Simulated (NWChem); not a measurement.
Species: C₂H₂ClF; SMILES F/C=C\Cl

```xyz
6

F      0.7307     1.6418     0.0000
C     -0.5326     1.2045     0.0000
C     -0.8623    -0.0829     0.0000
Cl     0.3080    -1.3650     0.0000
H     -1.2691     2.0021     0.0000
H     -1.8979    -0.3972     0.0000
```
Atoms are numbered in this order, from 1.

Program: NWChem. Pople sets run with spherical d functions. Coordinates come from a B3LYP/6-31G* (spherical d) optimisation. B3LYP is NWChem's, with the RPA form of VWN correlation. GIAO values for the isolated, static molecule; σ is the absolute isotropic shielding, δ = σ(reference) − σ with the isolated reference molecule computed at the same levels (13C: tetramethylsilane, 19F: trichlorofluoromethane, 1H: tetramethylsilane).

```
level               δ F1 (ppm)  δ C2 (ppm)  δ C3 (ppm)  σ Cl4 (ppm)  δ H5 (ppm)  δ H6 (ppm)
------------------  ----------  ----------  ----------  -----------  ----------  ----------
KT2/pcSseg-1            -152.0       150.9       106.8        785.0        6.92        5.25
B3LYP/6-31G*            -118.2       143.7       103.3        812.1        6.73        4.98
BHandHLYP/pcSseg-1         ___         ___         ___        813.1        6.87         ___
B3LYP/6-311G**          -140.6       157.7       114.8        795.1        6.82        5.35
```

Q: What belongs in the gaps?

A: 
- BHandHLYP/pcSseg-1, δ F1 (ppm): -121.2
- BHandHLYP/pcSseg-1, δ C2 (ppm): 160.3
- BHandHLYP/pcSseg-1, δ C3 (ppm): 118.1
- BHandHLYP/pcSseg-1, δ H6 (ppm): 5.48
